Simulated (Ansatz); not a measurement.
C2H7BClNSi (`BN(C=C)[SiH2]Cl`). The species carries charge 0 and has multiplicity 1.

```xyz
13

B    -1.664   -0.252   -0.982
N    -0.468   -0.031   -0.267
C    -0.407   -0.316    1.111
C     0.675   -0.265    1.878
Si    0.921    0.634   -1.100
Cl    2.405   -0.769   -1.298
H    -2.619   -0.669   -0.394
H    -1.697   -0.015   -2.151
H    -1.367   -0.602    1.529
H     0.593   -0.499    2.931
H     1.660   -0.011    1.505
H     0.488    1.040   -2.448
H     1.480    1.754   -0.314
```

(1) Give the diagnostics of a CCSD(T)/def2-TZVPP run (frozen core, Ansatz). (An estimate is asked.)

## Answers

(1) The calculation gave: T1 = 0.0121, largest single amplitude 0.029, largest double 0.028, (T) share of the correlation energy 4.2 %, 9 CCSD cycles. The RHF solution is stable towards an unrestricted one. T1 lies under the customary mark of 0.02 for closed shells.
